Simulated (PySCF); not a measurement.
Species: C₅H₂F₆.
SMILES: `C=C=C(C(F)(F)F)C(F)(F)F`

The closed-shell SCF was solved with PySCF and density fitting under several settings on one GFN2-xTB geometry (grid level 2 and gas phase unless stated).

| settings | basis functions | SCF cycles | E (Eh) | HOMO (eV) | LUMO (eV) | dipole (D) |
| --- | --- | --- | --- | --- | --- | --- |
| PBE0/pcSseg-1 | 197 | 14 | -789.8973 | -9.18 | -1.39 | 3.61 |
| PBE0/def2-SVPD | 254 | 14 | -789.4104 | -9.22 | -1.45 | 3.63 |
| KT2/def2-SVPD, grid level 1 | 254 | 12 | -801.2571 | -7.93 | -2.41 | 3.45 |
| PBE0/6-31G, IEF-PCM chloroform | 103 | 14 | -789.7532 | -8.92 | -1.01 | 4.89 |

Q: Estimate the rows for these settings: (1) PBE/def2-SVP; (2) PBE0/IGLO-II, start guess huckel; (3) B97-D/pcseg-1, start guess sap.

A: 
| settings | basis functions | SCF cycles | E (Eh) | HOMO (eV) | LUMO (eV) | dipole (D) |
| --- | --- | --- | --- | --- | --- | --- |
| PBE/def2-SVP | 164 | 16 | -789.3596 | -7.60 | -2.10 | 3.00 |
| PBE0/IGLO-II, start guess huckel | 254 | 15 | -790.1921 | -9.16 | -1.38 | 3.63 |
| B97-D/pcseg-1, start guess sap | 164 | 16 | -790.1364 | -7.83 | -2.27 | 3.37 |

Q: Over all rows, what range does the HOMO–LUMO gap span?

A: From 5.50 eV (PBE/def2-SVP) to 7.91 eV (PBE0/6-31G, IEF-PCM chloroform). The functional of the narrowest has no exact exchange, that of the widest 25 % exact exchange.

Q: And the dipole moment?

A: From 3.00 D (PBE/def2-SVP) to 4.89 D (PBE0/6-31G, IEF-PCM chloroform); the largest is 1.63 times the smallest, and the median is 3.61 D.

Q: Compare two rows with the functional PBE0: PBE0/pcSseg-1 and PBE0/def2-SVPD. Which energy is lower, and by how much?

A: PBE0/pcSseg-1 (197 functions) lies 0.4869 Eh or 306 kcal/mol below PBE0/def2-SVPD (254 functions). The smaller set gives the lower energy; the two sets aren't nested, so the variational bound doesn't order them by size.

B97-D ran without the empirical dispersion term, which would shift the total energy alone. Cycle counts include a coarse-grid stage where the run had one. KT2 was designed for NMR shieldings or shifts; total energies of different functionals aren't comparable. The species at its GFN2-xTB geometry.

The values belong to the conformer `[CH2:1]=[C:2]=[C:3]([C:4]([F:5])([F:6])[F:7])[C:8]([F:9])([F:10])[F:11]`: C2–C3–C4–F5 -99°, C2–C3–C8–F9 20°.
